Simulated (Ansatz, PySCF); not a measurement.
C4H5Cl, SMILES C(Cl)=C=CC. Atoms are numbered in the order given.

```xyz
10

C     -2.7382     0.4941     0.1318
C     -1.6884    -0.5481    -0.1472
C     -0.4323    -0.3034    -0.4362
C      0.8162    -0.0512    -0.7296
Cl     2.0790     0.0924     0.4858
H     -2.3262     1.5108     0.0677
H     -3.5725     0.4059    -0.5847
H     -3.1645     0.3508     1.1392
H     -2.0108    -1.5986    -0.1017
H      1.1846     0.0887    -1.7495
```

Geometry optimised at B3LYP-D3(BJ)/def2-SVP.

Two levels are set side by side: PBE-D3(BJ)/def2-SVP (Ansatz, a program for electronic structure) and B3LYP-D3(BJ)/def2-SVP (Ansatz). Each level has its own optimised geometry; the coordinates shown are those of the second. Frequencies come from the Hessian of PySCF at each geometry. Differences are taken from unrounded values.

```csv
quantity,B3LYP-D3(BJ)
mean bond length (Å),1.265
bond C1–C2 (Å),1.505
bond C2–C3 (Å),1.312
bond C3–C4 (Å),1.307
bond C4–Cl5 (Å),1.758
bond C1–H6 (Å),1.099
bond C1–H7 (Å),1.103
bond C1–H8 (Å),1.103
bond C2–H9 (Å),1.100
bond C4–H10 (Å),1.093
highest harmonic wavenumber (cm⁻¹),3189
mean harmonic wavenumber (cm⁻¹),1372
zero-point energy (kcal/mol),47.08
```

Problem. What does PBE-D3(BJ) give, and how far is it from B3LYP-D3(BJ)? (The exact figures need the calculation; the answer reports its results.)

Solution. 
| quantity | PBE-D3(BJ) | PBE-D3(BJ) minus B3LYP-D3(BJ) |
|---|---|---|
| mean bond length (Å) | 1.271 | 0.006 |
| bond C1–C2 (Å) | 1.505 | 0.000 |
| bond C2–C3 (Å) | 1.321 | 0.009 |
| bond C3–C4 (Å) | 1.316 | 0.009 |
| bond C4–Cl5 (Å) | 1.757 | -0.002 |
| bond C1–H6 (Å) | 1.106 | 0.007 |
| bond C1–H7 (Å) | 1.111 | 0.008 |
| bond C1–H8 (Å) | 1.111 | 0.008 |
| bond C2–H9 (Å) | 1.109 | 0.009 |
| bond C4–H10 (Å) | 1.102 | 0.009 |
| highest harmonic wavenumber (cm⁻¹) | 3116 | -73 |
| mean harmonic wavenumber (cm⁻¹) | 1335 | -37 |
| zero-point energy (kcal/mol) | 45.81 | -1.27 |

Exact exchange shortens and stiffens bonds; PBE has none. Differences between two approximate levels are no errors against the true value.
